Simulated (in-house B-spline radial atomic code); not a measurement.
## Ti V (Ti4+): [Ne] 3s2 3p6

Level of theory: Dirac-Kohn-Sham B3LYP, spherical fractional occupations, exact exchange averaged over the configuration, Fermi nucleus of rms radius 3.5921 fm; calculated with an all-electron radial atomic-structure program (B-spline basis).

Z_r = [3n² - l(l+1)]/(2<r>); Z_e = n√(-2ε); the last column is Slater's effective charge. Values are occupation-weighted means over j.

```json
{"shell": "1s", "electrons": "2", "ε (eV)": "-4953.5", "<r> (bohr)": "0.06959", "Z_r": "21.55", "Z_e": "19.08", "Slater": "21.70"}
{"shell": "2s", "electrons": "2", "ε (eV)": "-603.38", "<r> (bohr)": "0.3243", "Z_r": "18.50", "Z_e": "13.32", "Slater": "17.85"}
{"shell": "2p", "electrons": "6", "ε (eV)": "-508.53", "<r> (bohr)": "0.2896", "Z_r": "17.27", "Z_e": "12.23", "Slater": "17.85"}
{"shell": "3s", "electrons": "2", "ε (eV)": "-117.49", "<r> (bohr)": "0.9747", "Z_r": "13.85", "Z_e": "8.82", "Slater": "10.75"}
{"shell": "3p", "electrons": "6", "ε (eV)": "-91.708", "<r> (bohr)": "1.028", "Z_r": "12.16", "Z_e": "7.79", "Slater": "10.75"}
```

The least bound orbital is 3p3/2 at -91.46 eV, and it is also the most diffuse (<r> = 1.03 bohr).

Spin-orbit splittings of the orbital energies (j = l + 1/2 above j = l - 1/2 when positive): 2p 5.799 eV, 3p 0.7475 eV.

For the 1s electron the small component carries 0.621 % of the norm, the zero-frequency Breit interaction raises the level by 4.909 eV, self-energy by 2.321 eV, and vacuum polarisation lowers it by 0.1804 eV.

The density falls to 0.001 bohr⁻³ at 2.525 bohr; Σ<r²> = 10.445 bohr² gives, by the non-relativistic formula and without the paramagnetism of open shells, a Langevin diamagnetic susceptibility of -8.272×10⁻⁶ cm³/mol.
